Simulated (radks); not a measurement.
Species: Ga II. Configuration: [Ar] 3d10 4s2. All-electron calculation, scalar-relativistic Kohn-Sham, LDA (Slater exchange, Perdew-Wang correlation), spin-unpolarised, spherical densities, finite nucleus; Fermi nuclear charge, rms radius 3.9973 fm. Program: a radial shooting solver on a logarithmic mesh with Libxc functionals. Some entries of the table are withheld. Estimate them.

orbital,occ.,eigenvalue (eV),r(max) (bohr),<r^2> (bohr^2)
1s,2,(1),0.03183,0.003187
2s,2,-1268.399,0.1827,0.05617
2p,6,-1106.571,0.1464,0.04467
3s,2,(2),0.5650,0.4930
3p,6,-107.0315,0.5667,(3)
3d,10,-27.7571,0.5310,(4)
4s,2,-16.6535,1.842,5.576
4p,0,-9.2991,(5),9.191
5s,0,-3.8085,5.351,40.94
4d,0,-2.4536,4.653,41.28
4f,0,-0.8807,14.80,313.8

Answer. 
(1) 1s eigenvalue (eV): -10218.99
(2) 3s eigenvalue (eV): -155.8028
(3) 3p <r^2> (bohr^2): 0.5460
(4) 3d <r^2> (bohr^2): 0.8540
(5) 4p r(max) (bohr): 2.298
